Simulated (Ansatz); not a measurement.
System: HI, charge 1, doublet. HI+ (parent SMILES I, doublet).
B3LYP-D3(BJ)/def2-TZVP minimum from Ansatz (a program for electronic structure):
```
I
H 1 1.6383
```
Charge +1, spin multiplicity 2.

Total energies in def2-QZVPP, 7 correlated electrons, 9 frozen orbitals. UHF or UKS for unpaired electrons; spin-orbit terms are left out. Correlated methods leave the cores frozen (noble-gas shells, and filled d and f shells in the p block). Past Kr the def2 sets carry scalar-relativistic core potentials. Spin-orbit terms, left out, reach several kcal/mol for Br and I, and more for heavier atoms. The spin of HI+ (parent SMILES I, doublet) was assumed, and the state is the lowest solution found for it.

```json
[
 {"method": "HF", "program": "Ansatz", "energy (Eh)": "-296.89110", "minus CCSDT(Q) (mEh)": "160.70"},
 {"method": "MP2", "program": "Ansatz", "energy (Eh)": "-297.02514", "minus CCSDT(Q) (mEh)": "26.66"},
 {"method": "CCSD", "program": "Ansatz", "energy (Eh)": "-297.04561", "minus CCSDT(Q) (mEh)": "6.19"},
 {"method": "CCSD(T)", "program": "Ansatz", "energy (Eh)": "-297.05095", "minus CCSDT(Q) (mEh)": "0.85"},
 {"method": "CCSDT(Q)", "program": "Ansatz", "energy (Eh)": "-297.05180", "minus CCSDT(Q) (mEh)": "0.00"}
]
```

Rough core times of Ansatz's runs on a shared machine: CCSD(T) under 20 s, CCSDT(Q) 6 min.
